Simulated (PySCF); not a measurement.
C2H7FOSi2, SMILES [Si@H](F)(C=C)[SiH2]O.

Geometry: ωB97X-D3(BJ)/def2-SVP. The structure was generated by enumeration; whether it is a known compound was not checked. The values are those of a single conformer.

The numbers are results of TDA-PBE/def2-SVPD in PySCF 2.14.0, not measurements.

Vertical excitations. Gas-phase values at a fixed geometry.

Computed UV-visible absorptions:
```tsv
state	energy (eV)	λ (nm)	f	main pairs
S1	4.87	255	0.084	HOMO→LUMO 88 %
S2	5.21	238	0.035	HOMO→LUMO+1 81 %, HOMO−1→LUMO 15 %
S3	5.71	217	0.022	HOMO−1→LUMO 46 %, HOMO−1→LUMO+1 42 %
S4	5.78	215	0.011	HOMO→LUMO+2 80 %, HOMO−2→LUMO 14 %
S5	5.87	211	0.013	HOMO−2→LUMO 81 %
S6	6.18	201	0.005	HOMO−3→LUMO 66 %, HOMO−1→LUMO+1 18 %
S7	6.43	193	0.009	HOMO−2→LUMO+1 78 %
S8	6.51	191	0.014	HOMO−1→LUMO+2 78 %
S9	6.57	189	0.001	HOMO→LUMO+3 78 %
S10	6.75	184	0.058	HOMO−3→LUMO+1 77 %
T1	4.02	309	0	HOMO→LUMO 80 %
T2	4.56	272	0	HOMO→LUMO+1 51 %, HOMO−1→LUMO 27 %, HOMO→LUMO 15 %
T3	4.97	249	0	HOMO−1→LUMO 44 %, HOMO→LUMO+1 43 %
T4	5.31	233	0	HOMO→LUMO+2 93 %
```
Triplets are in the Tamm–Dancoff approximation.
